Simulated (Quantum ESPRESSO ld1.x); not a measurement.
Ba, 56 electrons, occupied as [Xe] 5d1 6s1 (not the ground configuration). All-electron calculation, scalar-relativistic Kohn-Sham, LDA (Slater exchange, Perdew-Wang correlation), spin-polarised, spherical densities, point nucleus; open shells are filled with parallel spins first. Program: ld1.x of Quantum ESPRESSO 7.5.

Radial electron density D(r) = 4 pi r^2 rho(r):

```
   r/bohr * D(r) (the largest magnitude, 94, reaches the edge; | marks zero)
 0.001673 |  *
 0.002285 |     *
 0.003122 |        *
 0.004265 |             *
 0.005826 |                   *
  0.00796 |                            *
  0.01087 |                                    *
  0.01486 |                                         *
   0.0203 |                                         *
  0.02773 |                                      *
  0.03788 |                                     *
  0.05175 |                                            *
   0.0707 |                                                      *
  0.09658 |                                                    *
   0.1319 |                                         *
   0.1803 |                                           *
   0.2463 |                                              *
   0.3364 |                           *
   0.4596 |                *
   0.6279 |                  *
   0.8578 |            *
    1.172 |     *
    1.601 |   *
    2.187 | *
    2.988 |*
    4.082 *
    5.577 *
    7.619 *
    10.41 *
    14.22 *
```

D(r) has 4 maxima, at r = 0.0179, 0.0791, 0.224, 0.628 bohr, and minima at 0.0344, 0.148, 0.463 bohr, inside which lie 1.96, 11.15, 29.01 electrons.
